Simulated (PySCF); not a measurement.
C₅H₇NO₃.
Z-matrix (Å and degrees, GFN2-xTB geometry), rows numbered from 1:
```
C 
N   1  1.4442
C   2  1.4473  1  116.11
C   2  1.3604  1  116.79  3  -146.91
C   4  1.3487  2  132.85  1   -13.45
O   5  1.3884  4  107.90  2  -174.48
C   6  1.3337  5  107.59  4    -0.58
O   7  1.1895  6  126.61  5  -179.65
O   7  1.3655  6  109.14  5     0.15
H   1  1.0884  2  108.34  3   -45.13
H   1  1.0879  2  109.36  3  -163.62
H   1  1.0961  2  112.42  3    75.24
H   3  1.0895  2  108.70  1    58.77
H   3  1.0959  2  111.80  1   -61.52
H   3  1.0868  2  109.16  1   177.74
H   5  1.0652  4  134.69  2     4.58
```

Probes without a nucleus sit at each ring's centroid and 1 Å off its mean plane on both sides; NICS is minus the shielding there, NICSzz its component along the normal. Level: GIAO PBE0/pcSseg-1 (PySCF, non-relativistic, gas phase) on the GFN2-xTB geometry, one conformer.

Ring bond lengths (Å), with Mayer bond orders in brackets: C4–C5 1.349 (1.67), C5–O6 1.388 (0.89), O6–C7 1.334 (1.11), C7–O9 1.366 (1.02), O9–C4 1.373 (0.96).

**Question.** Give the NICS values of each ring in ppm.

**Answer.** 
```tsv
ring	type	NICS(0)	NICS(1), two faces	NICS(1)zz, two faces	rms pucker (Å)	centre to ring atoms, mean (Å)
C4–C5–O6–C7–O9	5-membered ring with 2 O; bonds drawn aromatic by RDKit's count	-8.4	-4.6 / -4.3	-8.5 / -8.5	0.00	1.16
```

**Question.** What can be read from them?

**Answer.** 
- C4–C5–O6–C7–O9: mean NICS(1)zz -8.5 ppm, shielded. That is too small in size for a clear verdict by the NICS criterion.

**Question.** How equal are the bonds by HOMA? HOMA takes Krygowski's 1993 parameters.

**Answer.** 
- C4–C5–O6–C7–O9: HOMA -0.39; the largest term is that of C5–O6, α(R − Ropt)² = 2.40.

**Question.** What is the mean of the two in-plane components of NICS at the second NICS(1) probe listed for ring C4–C5–O6–C7–O9, 1 Å off the ring?

**Answer.** The isotropic value is a third of the trace: (3 × -4.3 − (-8.5))/2 = -2.2 ppm.

**Question.** List the ring angles and the Hirshfeld charges of the ring atoms.

**Answer.** 
- C4–C5–O6–C7–O9: C4 108.0° (+0.095 e), C5 107.9° (-0.064 e), O6 107.6° (-0.093 e), C7 109.1° (+0.253 e), O9 107.4° (-0.079 e); sum 540.0° against 540° for a flat convex ring.

**Question.** What are the shieldings of the ring atoms and their hydrogens in the same run (means over atoms taken as equivalent)?

**Answer.** 
| atoms | environment | σ isotropic (ppm) |
| --- | --- | --- |
| C4 | unsaturated ring carbon | 30.6 |
| C5 | unsaturated ring CH carbon | 78.9 |
| O6 | ring oxygen | 130.6 |
| C7 | ring carbonyl carbon | 31.2 |
| O9 | ring oxygen | 101.6 |
| H16 | hydrogen on carbon | 25.54 |

On an Intel Xeon Platinum 8488C with one thread (shared host), this took 30 s of wall time and 0.83 GiB of memory at its peak. This is the whole shielding run at PBE0/pcSseg-1, SCF included.
